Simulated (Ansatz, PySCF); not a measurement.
Gas-phase reaction (SMILES): CB(C)Br [bromo(dimethyl)borane] + Cl (HCl) → CB(C)Cl + Br (HBr); hydrogen chloride cleaves one B-Br bond, a model of a ligand-exchange step.

Each molecule is optimised on its own at B3LYP-D3(BJ)/def2-TZVP (Ansatz, a quantum-chemistry and plane-wave program). Valence correlation only, unless marked. No spin-orbit coupling. Frozen are the shells of the preceding noble gas and the d and f shells that filled before the atom's block. No relativistic terms. CBS(X,Y): correlation extrapolated as X^-3; Hartree-Fock from the larger set. [CCSD(T)-MP2]/basis is that difference in the basis named. Thermal terms are rigid-rotor harmonic-oscillator values from B3LYP-D3(BJ) frequencies (Ansatz or PySCF) at 298.15 K and 1 atm. 1 Eh = 627.5095 kcal/mol.

```tsv
species	E, RI-MP2/CBS(aug-cc-pV(T+d)Z,aug-cc-pV(Q+d)Z)+[CCSD(T)-MP2]/aug-cc-pV(T+d)Z (Ansatz) (Eh)	E, B3LYP-D3(BJ)/def2-TZVPD (Ansatz + dftd3) (Eh)	H - E (Eh)
CB(C)Br	-2677.24953	-2678.97218	0.08459
Cl (HCl)	-460.37874	-460.83744	0.01000
CB(C)Cl	-564.34833	-565.02254	0.08494
Br (HBr)	-2573.28323	-2574.79060	0.00927
```

### Question
Work out ΔE and ΔH at 298.15 K at the first level, then ΔH at the second.

### Answer

1. ΔE = [(-564.34833) + (-2573.28323)] - [(-2677.24953) + (-460.37874)] = -0.00329 Eh = -2.1 kcal/mol at RI-MP2/CBS(aug-cc-pV(T+d)Z,aug-cc-pV(Q+d)Z)+[CCSD(T)-MP2]/aug-cc-pV(T+d)Z.
2. The terms H - E add up to -0.00038 Eh, so ΔH = (-0.00329 + (-0.00038))×627.5095 = -2.3 kcal/mol.
3. At B3LYP-D3(BJ)/def2-TZVPD the same steps give ΔE = -2.2 and ΔH = -2.4 kcal/mol, a shift of -0.1 from the first level.
4. These values are not checked against measurement here, since the tables used lack a sound gas-phase enthalpy of formation for at least one species.
